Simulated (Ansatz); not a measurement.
ClH3S3Zr, SMILES `[SH][Zr]([SH])([SH])[Cl]`. Total charge 0; spin multiplicity 1. Correlated methods include outer-core shells of Zr, which these sets cover unevenly. Zr takes the def2 core potential.

| atom | x (Å) | y (Å) | z (Å) |
| --- | --- | --- | --- |
| S1 | -2.194 | -0.077 | 0.122 |
| Zr2 | 0.123 | 0.265 | -0.481 |
| S3 | 0.758 | 2.305 | 0.649 |
| S4 | 1.415 | -1.582 | 0.415 |
| Cl5 | 0.400 | 0.423 | -2.790 |
| H6 | -2.288 | -1.063 | -0.795 |
| H7 | 1.374 | 1.578 | 1.604 |
| H8 | 0.412 | -1.849 | 1.277 |

Q: Give the diagnostics of a CCSD(T)/def2-TZVPP run (frozen core, Ansatz). (An estimate is asked.)

A: Computed: T1 = 0.0180, largest single amplitude 0.033, largest double 0.017, (T) share of the correlation energy 5.0 %, 10 CCSD cycles. The RHF solution is stable towards an unrestricted one. T1 lies under the customary mark of 0.02 for closed shells.
